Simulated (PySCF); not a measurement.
A calculated (BP86, PySCF 2.14, def2-SVP, the non-relativistic Hamiltonian (point nucleus)) atom or ion has these occupied shells.

```json
{"shell": "1s α", "electrons": "1", "orbital energy (eV)": "-212.13", "rms radius, mean of both spins (bohr)": "0.381"}
{"shell": "1s β", "electrons": "1", "orbital energy (eV)": "-211.44", "rms radius, mean of both spins (bohr)": "0.381"}
{"shell": "2s α", "electrons": "1", "orbital energy (eV)": "-32.400", "rms radius, mean of both spins (bohr)": "1.81"}
```

Q: Name the element and its charge.

A: B²⁺ (boron, charge +2), in [He] 2s1, 2S determinant.
